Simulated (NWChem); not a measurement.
A series in which one site is exchanged, each optimised at PBE0/def2-SVP with NWChem, gas phase unless a solvent is named. For some, no frequency run checked for a minimum. def2 effective core potentials on I; no spin-orbit coupling.

A: CBF (CH$_{4}$BF; site = F)
B: BC (CH₅B; site = H)
C: CBI (CH4BI; site = I)
D: CBCl (CH4BCl; site = Cl)

Values for A:

```
Property                                             Result
---------------------------------------------------  ------
dipole (D), PBE0/def2-SVP                              1.26
orbital gap (eV), PBE0/def2-SVP                        8.57
vertical ionisation energy, ΔSCF, PBE/def2-SVP (eV)   11.16
static polarisability, B3LYP/def2-SVPD (bohr³)         29.1
```

Problem. How do these values change for the other members?

Solution. 
```json
[
 {"change from A": "dipole (D), PBE0/def2-SVP", "B": "-0.47", "C": "+0.25", "D": "+0.03"},
 {"change from A": "orbital gap (eV), PBE0/def2-SVP", "B": "-0.80", "C": "-2.85", "D": "-1.31"},
 {"change from A": "vertical ionisation energy, ΔSCF, PBE/def2-SVP (eV)", "B": "+0.09", "C": "-1.72", "D": "-0.69"},
 {"change from A": "static polarisability, B3LYP/def2-SVPD (bohr³)", "B": "+1.1", "C": "+35.5", "D": "+13.7"}
]
```
